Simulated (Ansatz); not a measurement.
Cost and result for the atomization energy of CH6BClSi2, SMILES `ClB[SiH]1C[SiH2]1` (11 atoms, 11 bonds).

Z-matrix (Å, degrees):
```
Si
B 1 1.961
Si 1 2.284 2 108.2
C 1 1.906 2 116.9 3 56.2
H 1 1.482 2 122.8 3 -144.1
Cl 2 1.751 1 118.7 3 -51.2
H 2 1.193 1 124.4 3 123.9
H 3 1.479 1 120.4 2 6.9
H 3 1.481 1 121.0 2 -148.3
H 4 1.088 1 115.7 2 155.3
H 4 1.087 1 115.2 2 21.6
```

The species carries charge 0 and has multiplicity 1. All single points use the PBE0-D4/def2-TZVP geometry. It is one conformer, not always the lowest. Program: Ansatz. All runs use 4 threads of an Arm Neoverse V1 on a shared host. Times are those of one run each, without the atoms' runs, and a repeat can differ threefold. Electronic energies, without spin–orbit coupling; frozen cores. CCSD(T)/CBS adds CCSD(T) − MP2 in def2-TZVPP to the MP2 limit, and its time is that of the two runs behind it. T1 = 0.015. B3LYP takes the VWN-RPA correlation (the form of Gaussian; ORCA's B3LYP/G).

CCSD(T)/CBS is a level of theory with its own doubt, some kJ/mol a heavy atom from the limit and from the frozen cores, so smaller differences don't rank the functionals.

| level | functions | wall time |
| --- | --- | --- |
| PBE-D4/def2-TZVPP (with forces) | 272 | 3.8 s |
| PBE0-D4/def2-TZVPP | 272 | 4.8 s |
| r2SCAN-D4/def2-TZVPP (with forces) | 272 | 7 s |
| B3LYP-D4/def2-TZVPP (with forces) | 272 | 7.5 s |
| B2PLYP/def2-TZVPP | 272 | 8 s |
| ωB97X-V/def2-TZVPP | 272 | 12 s |
| ωB97M-V/def2-TZVPP (with forces) | 272 | 17 s |
| MP2/def2-QZVPP | 504 | 38 s |
| CCSD(T)/def2-TZVPP | 272 | 3.2 min |
| CCSD(T)/CBS(def2) | – | 3.8 min |

**Question.** What atomization energy does each give, and how far from CCSD(T)/CBS? (An estimate is asked.)

**Answer.** Computed: 
| level | atomization (kcal/mol) | difference from CCSD(T)/CBS | per bond |
| --- | --- | --- | --- |
| PBE-D4/def2-TZVPP (with forces) | 884.7 | 15.1 | 1.4 |
| PBE0-D4/def2-TZVPP | 876.8 | 7.2 | 0.6 |
| r2SCAN-D4/def2-TZVPP (with forces) | 881.6 | 12.0 | 1.1 |
| B3LYP-D4/def2-TZVPP (with forces) | 870.2 | 0.6 | 0.1 |
| B2PLYP/def2-TZVPP | 858.9 | -10.7 | -1.0 |
| ωB97X-V/def2-TZVPP | 877.7 | 8.1 | 0.7 |
| ωB97M-V/def2-TZVPP (with forces) | 874.9 | 5.3 | 0.5 |
| MP2/def2-QZVPP | 870.1 | 0.5 | 0.0 |
| CCSD(T)/def2-TZVPP | 847.4 | -22.2 | -2.0 |
| CCSD(T)/CBS(def2) | 869.6 | 0.0 | 0.0 |

The D4 term adds +11.7 kcal/mol with B3LYP and +6.2 kcal/mol with PBE0; it sums over pairs of atoms, weighted by their polarisabilities, and B3LYP, whose exchange is more repulsive, gets the larger term. From PBE to PBE0 (25 % exact exchange), in def2-TZVPP and without D4, the atomization energy moves by −6.9 kcal/mol: exact exchange takes away binding that semilocal exchange gives to molecules. In def2-TZVPP, CCSD(T) changes the Hartree–Fock value by +193.1 kcal/mol (the triples alone add +13.4 kcal/mol) and MP2 by +202.8 kcal/mol; breaking electron pairs costs correlation energy, which Hartree–Fock lacks.
